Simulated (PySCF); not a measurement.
BeH₂, SMILES [BeH2]. Geometry: PBE0-D3(BJ)/def2-TZVPD. The isomer is the one that the SMILES or the coordinates give; other isomers of the formula were not compared.

Method: PBE0-D3(BJ)/def2-TZVPD run with PySCF 2.14.0.

Harmonic wavenumbers (cm⁻¹): 714, 714, 2015, 2233. Rotational constants (GHz): 140.4 (linear); symmetry number 2.

**Question.** Work out the zero-point energy and the ideal-gas rigid-rotor harmonic-oscillator thermochemistry at 298.15 K and 1 atm.

**Answer.** ZPE = ½ Σ hcν = ½ × 5676 cm⁻¹ = 8.11 kcal/mol. H − E(el) = 10.32 kcal/mol. Entropy in cal/(mol K): translation 33.15, rotation 8.14, vibration 0.58, total 41.87. G − E(el) = -2.16 kcal/mol. Cp = 8.58 cal/(mol K).
